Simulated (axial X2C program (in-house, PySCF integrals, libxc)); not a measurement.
Correcting the dissociation energy of CrI for spin–orbit coupling

A spin-free CCSD(T) curve (one-electron X2C) was computed with an in-house relativistic program for diatomic molecules, basis I dyall-cv3z [11s12p8d4f1g], Cr dyall-cv3z [9s10p6d3f2g] (cores contracted in-house), for the state M_S = 5/2, Λ = 0 (beyond evenly filled blocks: σα, π+α, π-α, δ+α, δ-α). It gives D0 = 2.824 eV to I + Cr, which in a spin-free picture are the weighted means of the ground terms.

Correlated methods: 13 electrons correlated (number of frozen shells: I 4 s, 3 p, 2 d; Cr 3 s, 2 p), 311 virtual spin orbitals or spinors in MP2, 90 natural virtuals in coupled cluster.

Measured levels of the ground terms (NIST Handbook of Basic Atomic Spectroscopic Data), in cm⁻¹: I 2P: J = 3/2 at 0, J = 1/2 at 7603.1; Cr 7S: J = 3 at 0.

The molecular state has Λ = 0, so it has no first-order lowering.

Problem. How far does each ground level lie under the (2J+1)-weighted mean of its term?

Solution. I: (4 × 0 + 2 × 7603.1)/6 = 2534 cm⁻¹; Cr: a single level, 0.

Problem. Correct D0.

Solution. D0 = 2.824 + (0 − 2534)/8065.5 = 2.510 eV at CCSD(T) with these spin–orbit terms.

Second-order spin–orbit effects in the molecule, which grow quickly with Z, are left out. One determinant describes the state; a PBE0 search over occupations chose it and may have missed a lower one. De is counted from the lowest determinant-based energies of the atoms at the same level, without counterpoise correction. CCSD and (T) use frozen natural virtuals with an MP2 correction for the truncation; (T) itself is uncorrected, so its De runs slightly low.
